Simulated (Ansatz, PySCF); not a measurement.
Base molecule (SMILES): C (CH4). Structures are relaxed separately at B3LYP-D3(BJ)/def2-TZVP in Ansatz (a quantum-chemistry and plane-wave program), one conformer each, not searched for the lowest. Valence correlation only, unless marked. Open shells are spin-unrestricted. No spin-orbit coupling. No relativistic terms. CBS marks a two-point X^-3 extrapolation of the correlation energy; Hartree-Fock from the larger set. [CCSD(T)-MP2]/basis is that difference in the basis named. Rows marked 298 K are enthalpies with B3LYP-D3(BJ) harmonic zero-point and thermal terms from PySCF.

Levels, all with Ansatz: PBE/def2-TZVPD, and a column headed coupled cluster (CCSD(T) or an MP2 limit with a CCSD(T) correction), which has limits of its own: C-H bond dissociation enthalpy, 298 K at RI-MP2/CBS(def2-TZVPPD,def2-QZVPPD)+[CCSD(T)-MP2]/def2-TZVPPD.

```csv
property of the base,coupled cluster,PBE
"C-H bond dissociation enthalpy, 298 K (to [CH3] (CH3) + H atom) (kcal/mol)",105.1,102.2
```

**Question.** What happens with H on C replaced by NH2, giving CN (CH5N) [methanamine]? Give the coupled-cluster values, and the shifts at both levels.

**Answer.** C-H bond dissociation enthalpy, 298 K (to [CH2]N + H atom) 93.4 kcal/mol (-11.7; PBE -14.9).

**Question.** What happens with H on C replaced by Cl, giving CCl (CH3Cl)? Give the coupled-cluster values, and the shifts at both levels.

**Answer.** C-H bond dissociation enthalpy, 298 K (to [CH2]Cl + H atom) 99.9 kcal/mol (-5.2; PBE -7.7).

**Question.** What happens with H on C replaced by CH3, giving CC (C2H6)? Give the coupled-cluster values, and the shifts at both levels.

**Answer.** C-H bond dissociation enthalpy, 298 K (to [CH2]C + H atom) 101.5 kcal/mol (-3.6; PBE -5.4).
